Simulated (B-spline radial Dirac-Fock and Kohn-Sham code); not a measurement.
**Form factor and incoherent scattering function of Pm⁺**

System: Pm⁺, configuration [Xe] 4f4 6s2 (an excited configuration).

Method: configuration-average Dirac-Fock orbitals. Computed with a radial B-spline solver. f₀ is the Fourier transform of the spherical electron density, S the Waller-Hartree incoherent function, and s = sin θ/λ.

| s (Å⁻¹) | f₀ | S |
| --- | --- | --- |
| 0 | 60.000 | 0.000 |
| 0.1 | 55.933 | 4.345 |
| 0.12 | 54.624 | 5.377 |
| 0.14 | 53.296 | 6.386 |
| 0.17 | 51.306 | 7.885 |
| 0.2 | 49.335 | 9.357 |
| 0.24 | 46.748 | 11.238 |
| 0.28 | 44.240 | 13.034 |
| 0.34 | 40.727 | 15.585 |
| 0.4 | 37.597 | 17.902 |
| 0.48 | 34.004 | 20.552 |
| 0.57 | 30.581 | 23.078 |
| 0.68 | 27.038 | 25.831 |
| 0.82 | 23.366 | 29.030 |
| 0.97 | 20.379 | 32.141 |
| 1.16 | 17.719 | 35.600 |
| 1.39 | 15.466 | 38.978 |
| 1.66 | 13.294 | 41.941 |
| 1.98 | 10.923 | 44.572 |
| 2.36 | 8.552 | 47.012 |
| 2.82 | 6.615 | 49.334 |
| 3.36 | 5.385 | 51.435 |
| 4.01 | 4.582 | 53.336 |

f₀ starts at the number of electrons, 60, and has fallen to half at s ≈ 0.59 Å⁻¹. The sum of ⟨r²⟩ over the electrons is 70.67 bohr².
